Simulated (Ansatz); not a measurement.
Geometry optimisation, DFT PBE, scalar-relativistic, plane waves, PAW (Ansatz).

input.yaml

```yaml
accuracy: low
crystal:
  lattice:
    - [8.400453, 0.0, 0.0]
    - [0.0, 8.400453, 0.0]
    - [0.0, 0.0, 8.400453]
  atoms:
    - { symbol: C, position: [0.8174351, 0.4667428, 0.0331838] }
    - { symbol: C, position: [0.7923398, 0.4389588, 0.2030015] }
    - { symbol: "N", position: [0.7720972, 0.4165474, 0.339982] }
    - { symbol: H, position: [0.8142684, 0.594142, 0.0077936] }
    - { symbol: H, position: [0.9329234, 0.4196057, -0.0032278] }
    - { symbol: H, position: [0.7244628, 0.4079029, -0.0359484] }
    - { symbol: C, position: [0.5201499, 0.7353315, 0.190005] }
    - { symbol: C, position: [0.3800775, 0.6380208, 0.2239185] }
    - { symbol: "N", position: [0.2670905, 0.5595269, 0.2512741] }
    - { symbol: H, position: [0.6028189, 0.7311102, 0.2901712] }
    - { symbol: H, position: [0.5806449, 0.6911205, 0.0838401] }
    - { symbol: H, position: [0.4849856, 0.8587929, 0.1698556] }
    - { symbol: C, position: [0.861102, 0.6926135, 0.5078967] }
    - { symbol: C, position: [0.9935987, 0.6332246, 0.6035906] }
    - { symbol: "N", position: [1.1004749, 0.5853195, 0.6807804] }
    - { symbol: H, position: [0.8154632, 0.8032422, 0.5585291] }
    - { symbol: H, position: [0.9005396, 0.7153545, 0.3861889] }
    - { symbol: H, position: [0.7651445, 0.6050345, 0.5051893] }
    - { symbol: "N", position: [0.4933637, 0.8397115, 0.6661644] }
    - { symbol: H, position: [0.5970854, 0.853249, 0.7270683] }
    - { symbol: H, position: [0.4342303, 0.7485443, 0.7194798] }
    - { symbol: H, position: [0.5236188, 0.8006622, 0.5556631] }
    - { symbol: "N", position: [0.1242145, 0.1921586, 0.2683301] }
    - { symbol: H, position: [0.1771214, 0.2856, 0.3241899] }
    - { symbol: H, position: [0.0917525, 0.1144626, 0.35528] }
    - { symbol: H, position: [0.2109838, 0.1372355, 0.2042576] }
    - { symbol: "N", position: [0.0126688, 0.8996405, 0.1764867] }
    - { symbol: H, position: [0.008718, 1.013787, 0.1364153] }
    - { symbol: H, position: [0.1051515, 0.8466186, 0.1191597] }
    - { symbol: H, position: [-0.0878785, 0.8458247, 0.1359301] }
    - { symbol: "N", position: [0.5678815, 0.4158019, 0.7106082] }
    - { symbol: H, position: [0.5883853, 0.3010949, 0.6778568] }
    - { symbol: H, position: [0.5056291, 0.4109895, 0.8143011] }
    - { symbol: H, position: [0.4925875, 0.4619063, 0.6278075] }
    - { symbol: "N", position: [0.0997829, 0.2630464, 0.7394392] }
    - { symbol: H, position: [0.0461461, 0.2848822, 0.6331516] }
    - { symbol: H, position: [0.2179035, 0.2835897, 0.7228186] }
    - { symbol: H, position: [0.0883921, 0.1442325, 0.7595454] }
basis:
  ecutwfc: 420.0
kpoints:
  mp_grid: { grid: [1, 1, 1] }
hamiltonian:
  xc: pbe
scf:
  occupations: { method: fermi_dirac, width: 0.02 }
  lower_state_search: "off"
relax:
  f_tol: 0.3
  max_steps: 15
  adjacent_minimum: "off"
output:
  write_density: true
  write_potential: true
  elf: true
  volumetric_format: npy
```

Command:

```bash
$ ansatz run input.yaml --threads 1 --pin off --max-ram 3072MiB --backend cpu --events-out ev --progress --plain --runs-dir out
```

**Question.** Where does it end, and by what steps?

**Answer.** The forces met the threshold. The threshold is loose, so the end isn't yet a minimum. The force dipped under the threshold on the way, but the program's further checks kept it going. Limits of this set-up: coarse k mesh, low accuracy level. After 14 steps the energy has fallen by 1.468 eV; H22 moved furthest, 1.40 Å.

```json
{"step": "0", "energy less start (eV)": "0.0000", "largest force component (eV/Å)": "2.000", "accepted": "yes"}
{"step": "1", "energy less start (eV)": "-0.4691", "largest force component (eV/Å)": "0.383", "accepted": "yes"}
{"step": "2", "energy less start (eV)": "-0.6835", "largest force component (eV/Å)": "0.907", "accepted": "yes"}
{"step": "3", "energy less start (eV)": "-0.8879", "largest force component (eV/Å)": "0.449", "accepted": "yes"}
{"step": "4", "energy less start (eV)": "-1.0311", "largest force component (eV/Å)": "0.626", "accepted": "yes"}
{"step": "5", "energy less start (eV)": "-1.1557", "largest force component (eV/Å)": "0.218", "accepted": "yes"}
{"step": "6", "energy less start (eV)": "-1.1557", "largest force component (eV/Å)": "0.218", "accepted": "yes"}
{"step": "7", "energy less start (eV)": "-1.1941", "largest force component (eV/Å)": "0.882", "accepted": "yes"}
{"step": "8", "energy less start (eV)": "-1.2877", "largest force component (eV/Å)": "0.279", "accepted": "yes"}
{"step": "9", "energy less start (eV)": "-1.2877", "largest force component (eV/Å)": "0.279", "accepted": "yes"}
{"step": "10", "energy less start (eV)": "-1.3298", "largest force component (eV/Å)": "0.411", "accepted": "yes"}
{"step": "11", "energy less start (eV)": "-1.3699", "largest force component (eV/Å)": "0.550", "accepted": "yes"}
{"step": "12", "energy less start (eV)": "-1.4275", "largest force component (eV/Å)": "0.274", "accepted": "yes"}
{"step": "13", "energy less start (eV)": "-1.4275", "largest force component (eV/Å)": "0.274", "accepted": "yes"}
{"step": "14", "energy less start (eV)": "-1.4677", "largest force component (eV/Å)": "0.223", "accepted": "yes"}
```

```xyz
38
Lattice="8.4005 0.0000 0.0000 0.0000 8.4005 0.0000 0.0000 0.0000 8.4005" Properties=species:S:1:pos:R:3
C 7.190 3.448 0.265
C 6.641 3.242 1.591
N 6.185 3.102 2.653
H 7.899 4.287 0.292
H 7.734 2.561 -0.093
H 6.377 3.672 -0.446
C 4.247 6.005 1.107
C 2.992 5.320 1.349
N 1.981 4.777 1.531
H 4.949 5.824 1.931
H 4.690 5.626 0.175
H 4.074 7.085 1.011
C 7.556 5.867 4.398
C 8.811 5.497 5.017
N 9.820 5.201 5.515
H 6.962 6.474 5.095
H 7.731 6.446 3.470
H 6.990 4.960 4.140
N 3.502 7.740 5.869
H 4.339 7.424 6.378
H 2.916 6.903 5.753
H 3.831 7.981 4.930
N 1.623 1.539 2.489
H 1.437 2.500 2.182
H 1.642 1.584 3.511
H 2.590 1.361 2.208
N -0.221 7.474 1.496
H 0.323 8.299 1.801
H 0.466 6.756 1.246
H -0.666 7.748 0.618
N 4.393 3.662 6.431
H 4.858 3.260 5.612
H 3.962 2.871 6.914
H 3.609 4.210 6.063
N 0.677 1.699 6.268
H 0.104 1.536 5.437
H 1.123 2.610 6.129
H 1.425 0.998 6.262
```

The run took 60 s on 1 thread of Arm Neoverse V1, on a shared host, peak memory 0.52 GiB.
